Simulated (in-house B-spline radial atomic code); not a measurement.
RPA and G0W0 for Kr⁷⁺, [Ar] 3d10 4s1, highest spin, as one setting changes: the highest l of the empty states. Start: r2SCAN. A dash marks a level of low quasi-particle weight. Computed with an all-electron radial atomic-structure program (B-spline basis): all electrons, scalar-relativistic (spin-free one-electron X2C), finite nucleus, each spin shell either full or empty, empty states to the listed l with an (l + 1/2)⁻⁴ tail; G0W0 by contour deformation at full frequency.

| highest l of the empty states | RPA summed (Eh) | RPA extrapolated (Eh) | G0W0 level (eV) |
| --- | --- | --- | --- |
| 4 | -1.9265 | -2.1994 | 4s up -126.96 |
| 5 | -2.0474 | -2.2157 | 4s up -126.95 |
| 6 | ? | ? | ? |
| 7 | -2.1374 | -2.2011 | 4s up -126.93 |
| 8 | -2.1545 | -2.195 | 4s up -126.93 |
| 9 | ? | ? | ? |
| 10 | -2.171 | -2.1902 | 4s up -126.93 |
| 11 | -2.1751 | -2.1892 | 4s up -126.93 |

Task: What belongs in the row for 9?

Result: RPA summed (Eh): -2.1646; RPA extrapolated (Eh): -2.1919; G0W0 level (eV): 4s up -126.93.

Task: What belongs in the row for 6?

Result: RPA summed (Eh): -2.1063; RPA extrapolated (Eh): -2.2075; G0W0 level (eV): 4s up -126.94.
